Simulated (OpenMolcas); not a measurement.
## Lines of Ta+: computed and rescaled rates

```yaml
Program: OpenMolcas 26.06
Method: "MS-CASPT2, IPEA 0.25 Eh, imaginary shift 0.1 Eh (closed shells correlated: 5s 5p)"
Basis: ANO-RCC-VQZP [9s8p6d4f3g2h]
Scalar_Hamiltonian: DKH2, point nucleus
Active_space: 4 electrons in 11 orbitals (5d 6s 6d)
State_averaging: 2S+1 = 5 even, 15 roots; 2S+1 = 3 even, 45 roots kept (CI in the orbitals of an earlier block); 2S+1 = 1 even, 14 roots kept (CI in the orbitals of an earlier block)
Spin-orbit_coupling: state interaction with AMFI integrals over the reference wave functions, term energies averaged over their components
```

Rates come from the transition moments of the reference wave functions (E1 and E2 in the length form). At fixed line strength A goes as λ^-3 for E1 and M1 and as λ^-5 for E2, so a rate at the computed wavelength can be rescaled to the measured one. Measured vacuum wavelengths follow from level energies in NIST Handbook of Basic Atomic Spectroscopic Data. Branching counts decays inside the model space alone, at computed energies, and the table is only a selection of the M1 lines, drawn from those between levels with measured partners whose computed energy lies within a factor of 1.5 of the measured one.

```json
{"Upper": "5d2 6s2 3F3", "Lower": "5d2 6s2 3F2 [63 %]", "Type": "M1", "λ computed (nm)": "2794", "λ measured (nm)": "2739", "A computed (s-1)": "9.19e-01", "A rescaled (s-1)": "9.75e-01", "Branching %": "96.6"}
{"Upper": "5d2 6s2 3F4", "Lower": "5d2 6s2 3F3", "Type": "M1", "λ computed (nm)": "2995", "λ measured (nm)": "3431", "A computed (s-1)": "7.01e-01", "A rescaled (s-1)": "4.66e-01", "Branching %": "92.7"}
{"Upper": "5d3 6s 5F4", "Lower": "5d3 6s 5F3", "Type": "M1", "λ computed (nm)": "5001", "λ measured (nm)": "5638", "A computed (s-1)": "4.28e-01", "A rescaled (s-1)": "2.99e-01", "Branching %": "100.0"}
{"Upper": "5d3 6s 5F3", "Lower": "5d3 6s 5F2", "Type": "M1", "λ computed (nm)": "5675", "λ measured (nm)": "6208", "A computed (s-1)": "3.52e-01", "A rescaled (s-1)": "2.69e-01", "Branching %": "100.0"}
{"Upper": "5d3 6s 5F5", "Lower": "5d3 6s 5F4", "Type": "M1", "λ computed (nm)": "5232", "λ measured (nm)": "5646", "A computed (s-1)": "2.16e-01", "A rescaled (s-1)": "1.72e-01", "Branching %": "100.0"}
{"Upper": "5d2 6s2 3F2 [63 %]", "Lower": "5d3 6s 5F1", "Type": "M1", "λ computed (nm)": "2753", "λ measured (nm)": "3145", "A computed (s-1)": "1.26e-01", "A rescaled (s-1)": "", "Branching %": "97.2"}
{"Upper": "5d3 6s 5F2", "Lower": "5d3 6s 5F1", "Type": "M1", "λ computed (nm)": "9352", "λ measured (nm)": "9696", "A computed (s-1)": "7.27e-02", "A rescaled (s-1)": "6.52e-02", "Branching %": "100.0"}
```

Spin-changing lines and M1 lines between different terms are not rescaled, since their strength hangs on the term gaps too.

The largest correction is for 5d2 6s2 3F4 → 5d2 6s2 3F3 (M1): 7.01e-01 × (2995 / 3431)^3 = 4.66e-01 s-1, a factor of 0.67.

The computed rate and branching of 5d3 6s 5F2 → 5d3 6s 5F1 give the upper level a radiative lifetime of 1.000 / 7.27e-02 s-1 = 1.38e+01 s, counting decays inside the model space alone. The rescaled rate gives about 1.5e+01 s.

These are rates of the free ion; in crystals, glasses and complexes forced electric-dipole and non-radiative decay shorten such lifetimes by orders of magnitude. No measured rate stands beside these. Rescaling mends the energy factor alone: line strengths can still be far off where a level mixes with configurations outside the active space, and weak or spin-changing lines hang on small mixing coefficients that depend on the term gaps too, so rescaling need not improve them.

CASPT2 breaks the degeneracy within a term, and the mean is taken; among the terms shown or strongly mixed into the levels shown the widest spread is 710 cm-1 (5d3 6s 5F). Terms from blocks run as CI alone lack orbitals of their own. Active for correlation alone: 6d; no level in the range computed is led by a configuration that fills it, so any true level of that kind is missing. The CASPT2 spread within a term exceeds the gap to the next term for 5d3 6s 3G and 5d3 6s 3F, so the order of their levels is uncertain, and so are names and mixing where such terms share a J. Measured partners are found by configuration, term and J. A level has none where our copy of the source lacks it or the pairing is in doubt (some pairs that miss far off the trend of their configuration count as doubtful). Levels of configurations outside the active space are missing.

A share in square brackets marks a mixed level and gives the weight of the term that names it.
